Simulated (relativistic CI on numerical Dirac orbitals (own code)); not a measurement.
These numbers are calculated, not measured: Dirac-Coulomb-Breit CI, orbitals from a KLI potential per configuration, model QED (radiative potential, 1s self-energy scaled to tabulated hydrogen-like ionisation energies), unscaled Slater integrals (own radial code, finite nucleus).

The strongest absorption lines from the ground level of an ion, among the configurations computed and to levels below about 255 eV (vacuum wavelength in Å, gf): 69.046 (2.2), 72.734 (3.7), 73.282 (3.4), 74.004 (1), 74.793 (1.5), 74.906 (8.2), 75.471 (0.69), 95.332 (0.47).

Problem. Which ion is it?
A. Nd22+
B. Gd26+
C. Dy28+
D. Sm24+

Solution. D. Sm24+ has 38 electrons and the ground level 4s²4p⁶4d² ³F2; the strongest line goes to 4s²4p⁶4d4f ³G°3. The pattern of lines fixes the number of electrons, and along that sequence the line energies rise steadily with the charge (about as its square where n changes within one kind of shell, about linearly where n is kept but much faster in heavy ions where fine structure, which grows about as Z⁴, sets the gap, and irregularly where shells cross), which fixes Z. Configurations outside the model, such as inner-shell arrays, can give stronger lines. At this charge energies of transitions that change n are usually good to better than 1 %, and those within a shell (Δn = 0) to a few per cent. Terms inside the open d or f shell come out 10 to 20 % too wide with unscaled integrals.

LS names give the leading component of a level, which can be under half, so a name can repeat, a term be missing and a line seem to break the LS rules.
